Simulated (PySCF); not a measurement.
A calculated (M06-2X, PySCF 2.14, x2c-TZVPPall, the spin-free X2C one-electron Hamiltonian (Gaussian nucleus)) atom or ion has these occupied shells.

| shell | electrons | orbital energy (eV) | rms radius, mean of both spins (bohr) |
| --- | --- | --- | --- |
| 1s β | 1 | -25505.4 | 0.0357 |
| 1s α | 1 | -25505.4 | 0.0357 |
| 2s α | 1 | -3828.3 | 0.146 |
| 2s β | 1 | -3827.8 | 0.146 |
| 2p α | 3 | -3442.4 | 0.130 |
| 2p β | 3 | -3441.9 | 0.130 |
| 3s α | 1 | -749.15 | 0.394 |
| 3s β | 1 | -748.84 | 0.394 |
| 3p α | 3 | -621.59 | 0.395 |
| 3p β | 3 | -621.24 | 0.395 |
| 3d α | 5 | -417.61 | 0.376 |
| 3d β | 5 | -416.93 | 0.376 |
| 4s α | 1 | -144.45 | 0.968 |
| 4s β | 1 | -142.48 | 0.968 |
| 4p α | 3 | -106.10 | 1.06 |
| 4p β | 3 | -103.45 | 1.06 |
| 4d α | 5 | -49.136 | 1.35 |
| 4d β | 3 | -47.571 | 1.35 |

Question: Name the element and its charge.

Answer: Ag³⁺ (silver, charge +3), in [Kr] 4d8, high-spin 3F determinant.
